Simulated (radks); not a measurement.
Results of a calculation; reference values are marked as such.
Task: These are the eigenvalues of the occupied orbitals of an atom or ion with whole-number occupations (hartree). Level of theory: Dirac Kohn-Sham, PBE, spin-unpolarised, spherical densities, point nucleus (a radial shooting solver on a logarithmic mesh with Libxc functionals).

| orbital | eigenvalue |
|---|---|
| 1s1/2 | -2910.231 |
| 2s1/2 | -602.0971 |
| 2p1/2 | -582.2555 |
| 2p3/2 | -521.9388 |
| 3s1/2 | -218.4425 |
| 3p1/2 | -210.0893 |
| 3p3/2 | -195.7172 |
| 3d3/2 | -182.7020 |
| 3d5/2 | -179.4887 |

Which element is it, and in what charge state? The configuration may be excited. Open shells, if any, are shared by 2j + 1.

Result: Z = 77, iridium, charge +52: Ir52+ in [Ar] 3d7. The list shows which subshells hold electrons but not how many an open one holds; the 1s level, -2910.2 hartree, gives Z - s = 76.3 by -(Z - s)^2/2, which with screening and relativity narrows Z to a few neighbours, and the depths of the outer levels then fix element, charge and occupations together.
